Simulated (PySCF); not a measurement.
B(H)(NH2)(NMe2) (C₂H₉BN₂), SMILES CN(C)BN. Atoms are numbered in the order given.

```xyz
14

B      0.0735     0.2078    -1.0751
H      0.5327    -0.4530    -1.9823
N     -0.4763     1.4730    -1.3897
H     -0.4867     1.8140    -2.3404
H     -0.8867     2.1192    -0.7285
N      0.1234    -0.3415     0.2350
C      0.7001    -1.6378     0.5028
C     -0.3791     0.3144     1.4173
H      1.5521    -1.5691     1.2088
H     -0.0391    -2.3292     0.9550
H      1.0641    -2.0878    -0.4306
H     -1.1653    -0.2875     1.9149
H      0.4222     0.4816     2.1643
H     -0.8161     1.2935     1.1764
```
Charge 0, spin multiplicity 1.

Geometry optimised at r2SCAN-D4/def2-SVP. This is a generated structure with no PubChem entry under its InChIKey; it may be hypothetical. Other conformers were not sampled.

These are PBE0/pcSseg-1 (PySCF) values and carry that method's errors.

GIAO shieldings, no solvent; atoms listed in one row are averaged. δ = σ(ref) − σ: ¹¹B against BF3 (σ = 88.8 ppm); ¹H against TMS (σ = 31.56 ppm); ¹⁵N against NH3 (σ = 267.4 ppm); ¹³C against TMS (σ = 186.3 ppm), references at their B3LYP-D3(BJ)/def2-TZVP geometries, non-relativistic.

Computed chemical shifts:
```json
[
 {"nucleus": "¹¹B", "atoms": "B1", "count": "1", "δ (ppm)": "12.4"},
 {"nucleus": "¹H", "atoms": "H2", "count": "1", "δ (ppm)": "4.34"},
 {"nucleus": "¹H", "atoms": "H9, H10, H11", "count": "3", "δ (ppm)": "3.01"},
 {"nucleus": "¹H", "atoms": "H12, H13, H14", "count": "3", "δ (ppm)": "2.71"},
 {"nucleus": "¹H", "atoms": "H4", "count": "1", "δ (ppm)": "2.63"},
 {"nucleus": "¹H", "atoms": "H5", "count": "1", "δ (ppm)": "2.33"},
 {"nucleus": "¹⁵N", "atoms": "N6", "count": "1", "δ (ppm)": "80.5"},
 {"nucleus": "¹⁵N", "atoms": "N3", "count": "1", "δ (ppm)": "69.2"},
 {"nucleus": "¹³C", "atoms": "C7", "count": "1", "δ (ppm)": "46.5"},
 {"nucleus": "¹³C", "atoms": "C8", "count": "1", "δ (ppm)": "37.6"}
]
```
